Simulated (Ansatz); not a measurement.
Ansatz (an electronic-structure program) input (B3LYP-D3(BJ)/def2-TZVP):

Ansatz 0.2 input:
```yaml
crystal:
  periodic: [false, false, false]
  atoms:
    - {symbol: O, position_ang: [0.04385586, -0.00255539, -1.23238703]}
    - {symbol: N, position_ang: [0.02144902, -0.01421695, -0.01378813]}
    - {symbol: O, position_ang: [1.02215964, 0.27940828, 0.61696664]}
    - {symbol: O, position_ang: [-1.00186605, -0.31944531, 0.57384412]}
basis:
  gaussian:
    orbitals: def2-TZVP
hamiltonian:
  xc: b3lyp
  dispersion: d3bj
magnetization: {spin_polarized: true, initial_magnetization: 1}
relax: {f_tol: 0.002, max_steps: 150}
```

End of the output:

```
these checks for a lower state are left out or cut short: starts, cluster_reference, orbital_swaps, neighbouring_geometries, increment
integrals: 0.03 GiB planned
608 factors; their error is unknown
mean field: 0.44 GiB planned
mean field evaluation 32: about -7628.5690 eV, gradient 5.7e-1 eV
mean field -7628.59705326 eV, -280.3457708585 hartree, gradient 1.8e-5 eV, S^2 0.756173; 0 other end points of the search recorded, 0 dependent functions left out
the calculation of the forces begins
reference -7628.59722077 eV, -280.3457770143 hartree; 16, 15 occupied and 108, 109 virtual orbitals, 608 factors
relax step   3: F+E_penalty+E_count = -7628.67226071 eV  Δ(F+E_penalty+E_count) = -1.452e-3 eV  max|allowed force component| = 5.070e-2 eV/Å  Δτ_max = 0.0036 Å  (43 SCF iters, accepted)
these checks for a lower state are left out or cut short: starts, cluster_reference, orbital_swaps, neighbouring_geometries, increment
integrals: 0.03 GiB planned
608 factors; their error is unknown
mean field: 0.44 GiB planned
mean field -7628.59710883 eV, -280.3457729007 hartree, gradient 1.8e-5 eV, S^2 0.756174; 0 other end points of the search recorded, 0 dependent functions left out
the calculation of the forces begins
reference -7628.59727634 eV, -280.3457790567 hartree; 16, 15 occupied and 108, 109 virtual orbitals, 608 factors
relax step   4: F+E_penalty+E_count = -7628.67231557 eV  Δ(F+E_penalty+E_count) = -5.486e-5 eV  max|allowed force component| = 2.281e-4 eV/Å  Δτ_max = 0.0015 Å  (45 SCF iters, accepted)
integrals: 0.03 GiB planned
608 factors; their error is unknown
mean field: 0.44 GiB planned
mean field evaluation 64: about -7628.5971 eV, gradient 8.7e-5 eV
mean field -7628.59710883 eV, -280.3457729007 hartree, gradient 4.4e-5 eV, S^2 0.756174; 3 other end points of the search recorded, 0 dependent functions left out
the calculation of the forces begins
reference -7628.59727634 eV, -280.3457790567 hartree; 16, 15 occupied and 108, 109 virtual orbitals, 608 factors
Total energy: -7628.67248308 eV, -280.3485428533 hartree
Atom 0 at     0.044072    -0.002452    -1.244040 Å, force     0.000092    -0.000025    -0.000042 eV/Å
Atom 1 at     0.021438    -0.014196    -0.013788 Å, force    -0.000228     0.000089    -0.000080 eV/Å
Atom 2 at     1.031695     0.282198     0.623000 Å, force     0.000043    -0.000039     0.000047 eV/Å
Atom 3 at    -1.011607    -0.322359     0.579464 Å, force     0.000093    -0.000025     0.000075 eV/Å
Dipole moment:    -0.000029    -0.000010    -0.000045 e Å
```

It need not be the lowest isomer of its formula.
